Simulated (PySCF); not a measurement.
Ba (barium, neutral) across methods

[Xe] 5d2, high-spin 3F determinant (an excited configuration). All numbers are calculated (PySCF 2.14, scalar relativity by spin-free X2C-1e, in ANO-RCC-VTZP). The B2PLYP total includes its PT2 part (frozen core); its orbital energies are those of the SCF part.

```csv
method,E (hartree),mean ε 5p α (eV),mean ε 5p β (eV),mean ε 5d α (eV),Σ⟨r²⟩ (bohr²),⟨S²⟩
r2SCAN,-8134.35,-17.223,-16.742,-1.398,85.28,2.003
revPBE,-8134.25,-16.691,-16.224,-1.330,85.41,2.001
UHF,-8131.20526,-22.571,-21.577,-3.094,86.64,2.007
PBE0,-8134.01,-18.440,-17.834,-1.894,85.30,2.002
BLYP,-8134.67,-16.497,-16.112,-1.160,85.94,2.001
PBE,-8133.95,-16.729,-16.256,-1.341,85.46,2.001
B2PLYP,-8133.57,-19.917,-19.213,-2.245,85.99,2.003
LDA,-8127.30,-16.897,-16.475,-1.341,85.57,2.001
```

Spin-orbit coupling, absent here, splits the open shell strongly.
